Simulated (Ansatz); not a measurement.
The inner images of a band of FGeH3O2 + H2S (10 atoms, charge 0, multiplicity 1) are given out of order.

All numbers below come from Ansatz 0.2.0, RKS PBE0/def2-SVP.

First end point:

```xyz
10
Properties=species:S:1:pos:R:3
Ge -0.114 -0.130 -0.070
F -0.344 -0.250 1.654
O 1.609 -0.195 -0.423
H 1.895 -1.109 -0.553
H -0.752 1.141 -0.598
O -0.802 -1.629 -0.690
H -1.334 -2.088 -0.029
S 1.618 2.558 1.551
H 2.315 1.615 0.877
H 1.123 1.640 2.408
```

Last end point:

```xyz
10
Properties=species:S:1:pos:R:3
Ge 0.429 0.320 -0.465
F -0.950 0.190 2.510
O 1.615 -0.138 -1.681
H 1.980 -1.012 -1.498
H -0.683 1.139 -1.119
O -0.038 -1.188 0.309
H -0.489 -1.015 1.154
S 1.326 1.680 1.107
H 2.270 0.785 1.476
H -0.243 0.792 2.335
```

Problem. Put them in order from the first end to the last, with their energies above the first end.
A.
```xyz
10
Properties=species:S:1:pos:R:3
Ge 0.216 0.213 -0.098
F -0.580 0.252 1.776
O 1.757 -0.078 -0.931
H 1.776 -1.015 -1.170
H -0.767 1.146 -0.799
O -0.283 -1.494 -0.095
H -0.929 -1.675 0.596
S 1.361 1.956 1.287
H 2.404 1.144 1.565
H 0.260 1.105 1.996
```
B.
```xyz
10
Properties=species:S:1:pos:R:3
Ge 0.334 0.282 -0.174
F -0.693 0.300 2.021
O 1.783 -0.088 -1.106
H 1.777 -1.040 -1.264
H -0.777 1.126 -0.805
O -0.177 -1.411 0.017
H -0.886 -1.576 0.648
S 1.368 1.883 1.185
H 2.448 1.132 1.484
H 0.039 0.946 2.122
```
C.
```xyz
10
Properties=species:S:1:pos:R:3
Ge 0.404 0.311 -0.268
F -0.873 0.297 2.219
O 1.769 -0.078 -1.310
H 1.794 -1.040 -1.393
H -0.760 1.108 -0.866
O -0.062 -1.343 0.150
H -0.788 -1.407 0.783
S 1.351 1.794 1.174
H 2.472 1.076 1.397
H -0.091 0.838 2.243
```
D.
```xyz
10
Properties=species:S:1:pos:R:3
Ge -0.035 -0.010 -0.134
F -0.359 -0.005 1.598
O 1.648 -0.133 -0.641
H 1.791 -1.035 -0.959
H -0.783 1.146 -0.775
O -0.654 -1.636 -0.439
H -1.052 -1.941 0.387
S 1.549 2.303 1.454
H 2.424 1.274 1.422
H 0.687 1.592 2.215
```
E.
```xyz
10
Properties=species:S:1:pos:R:3
Ge 0.069 0.093 -0.101
F -0.515 0.108 1.619
O 1.702 -0.089 -0.773
H 1.769 -1.007 -1.077
H -0.765 1.154 -0.804
O -0.441 -1.595 -0.256
H -0.975 -1.780 0.528
S 1.437 2.104 1.365
H 2.408 1.180 1.533
H 0.528 1.387 2.095
```
F.
```xyz
10
Properties=species:S:1:pos:R:3
Ge -0.089 -0.086 -0.118
F -0.282 -0.123 1.619
O 1.615 -0.187 -0.540
H 1.838 -1.093 -0.789
H -0.770 1.141 -0.695
O -0.804 -1.627 -0.590
H -1.176 -2.075 0.180
S 1.615 2.480 1.548
H 2.403 1.447 1.178
H 0.867 1.678 2.335
```
G.
```xyz
10
Properties=species:S:1:pos:R:3
Ge 0.438 0.323 -0.366
F -0.992 0.241 2.365
O 1.736 -0.087 -1.484
H 1.837 -1.048 -1.498
H -0.715 1.109 -0.995
O -0.023 -1.260 0.255
H -0.630 -1.181 1.006
S 1.324 1.725 1.168
H 2.437 0.983 1.360
H -0.197 0.749 2.317
```

Solution. F (+0.03 eV), D (+0.17 eV), E (+0.54 eV), A (+1.06 eV), B (+0.63 eV), C (+0.26 eV), G (+0.07 eV).

Run time: 3.2 min on 4 threads of Arm Neoverse V1, with other jobs on the host, peak memory 0.31 GiB.
